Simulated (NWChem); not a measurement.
# SiH$_{2}$OF$_{2}$; SMILES O[SiH](F)F

```xyz
6

Si     0.0005     0.0088    -0.3430
O      0.0134     1.5505     0.1897
F      1.2714    -0.8039     0.2202
F     -1.2850    -0.7813     0.2196
H      0.0014     0.0109    -1.8100
H      0.0070     1.7281     1.1353
```
Atoms are numbered in this order, from 1.

Coordinates come from a PBE0/def2-SVP optimisation.

Problem. List the 6 lowest vertical singlet excitations from B3LYP/aug-cc-pVDZ, full TDDFT (NWChem).

Solution. 
```json
[
 {"state": "S1", "energy (eV)": "8.20", "oscillator strength": "0.032", "leading excitation (squared amplitude)": "HOMO → LUMO (0.98)"},
 {"state": "S2", "energy (eV)": "9.03", "oscillator strength": "0.039", "leading excitation (squared amplitude)": "HOMO−2 → LUMO (0.52)"},
 {"state": "S3", "energy (eV)": "9.34", "oscillator strength": "0.000", "leading excitation (squared amplitude)": "HOMO → LUMO+1 (0.90)"},
 {"state": "S4", "energy (eV)": "9.37", "oscillator strength": "0.074", "leading excitation (squared amplitude)": "HOMO−1 → LUMO (0.51)"},
 {"state": "S5", "energy (eV)": "9.52", "oscillator strength": "0.034", "leading excitation (squared amplitude)": "HOMO → LUMO+2 (0.88)"},
 {"state": "S6", "energy (eV)": "9.66", "oscillator strength": "0.002", "leading excitation (squared amplitude)": "HOMO → LUMO+3 (0.92)"}
]
```
